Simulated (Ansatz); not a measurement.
Trimethyl borate, C₃H₉BO₃, relaxed with RKS PBE-D4/def2-SVP in Ansatz 0.2.0 from a rough embedded geometry. The force threshold is 0.03 eV/Å; the program also tests the step.

The species carries charge 0 and has multiplicity 1.

Start:

```xyz
16

C     1.300   -0.079   -2.221
O     0.878    0.646   -1.012
B     0.040   -0.223   -0.172
O     0.653   -1.229    0.744
C     0.836   -0.491    2.002
O    -1.420   -0.351   -0.470
C    -2.100    0.639    0.216
H     1.930    0.565   -2.774
H     1.867   -0.954   -1.892
H     0.406   -0.362   -2.800
H     1.410    0.449    1.894
H     1.346   -1.176    2.687
H    -0.159   -0.240    2.530
H    -2.073    0.503    1.345
H    -3.163    0.641   -0.072
H    -1.750    1.662   -0.005
```

```json
{"step": "1", "energy (eV)": "-10056.9691", "largest force (eV/Å)": "3.641", "largest move (Å)": "0.000"}
{"step": "2", "energy (eV)": "-10057.5938", "largest force (eV/Å)": "2.176", "largest move (Å)": "0.193"}
{"step": "3", "energy (eV)": "-10057.9371", "largest force (eV/Å)": "0.420", "largest move (Å)": "0.200"}
{"step": "4", "energy (eV)": "-10058.0596", "largest force (eV/Å)": "0.352", "largest move (Å)": "0.200"}
{"step": "5", "energy (eV)": "-10058.1825", "largest force (eV/Å)": "0.812", "largest move (Å)": "0.200"}
{"step": "6", "energy (eV)": "-10058.3213", "largest force (eV/Å)": "1.043", "largest move (Å)": "0.195"}
{"step": "7", "energy (eV)": "-10058.4749", "largest force (eV/Å)": "0.993", "largest move (Å)": "0.195"}
{"step": "8", "energy (eV)": "-10058.6581", "largest force (eV/Å)": "0.636", "largest move (Å)": "0.200"}
{"step": "9", "energy (eV)": "-10058.8147", "largest force (eV/Å)": "0.536", "largest move (Å)": "0.200"}
{"step": "10", "energy (eV)": "-10058.9642", "largest force (eV/Å)": "0.471", "largest move (Å)": "0.200"}
{"step": "11", "energy (eV)": "-10059.0672", "largest force (eV/Å)": "0.321", "largest move (Å)": "0.200"}
{"step": "12", "energy (eV)": "-10059.1295", "largest force (eV/Å)": "0.101", "largest move (Å)": "0.200"}
{"step": "13", "energy (eV)": "-10059.1486", "largest force (eV/Å)": "0.129", "largest move (Å)": "0.152"}
{"step": "14", "energy (eV)": "-10059.1529", "largest force (eV/Å)": "0.018", "largest move (Å)": "0.057"}
{"step": "15", "energy (eV)": "-10059.1533", "largest force (eV/Å)": "0.097", "largest move (Å)": "0.034"}
{"step": "16", "energy (eV)": "-10059.1534", "largest force (eV/Å)": "0.082", "largest move (Å)": "0.013"}
{"step": "17", "energy (eV)": "-10059.1537", "largest force (eV/Å)": "0.003", "largest move (Å)": "0.011"}
```

End:

```xyz
16

C     1.144   -0.091   -2.145
O     0.014    0.214   -1.348
B     0.003    0.005    0.009
O     1.098   -0.540    0.633
C     1.123   -0.774    2.029
O    -1.110    0.342    0.741
C    -2.268    0.862    0.115
H     1.632    0.847   -2.491
H     1.894   -0.694   -1.592
H     0.815   -0.656   -3.042
H     1.743   -0.004    2.539
H     1.585   -1.766    2.220
H     0.107   -0.755    2.473
H    -2.842    1.443    0.866
H    -2.921    0.045   -0.264
H    -2.017    1.523   -0.742
```

Run time 45 s (2 threads of an AMD EPYC 7R13 on a shared host); peak host memory 0.23 GiB.
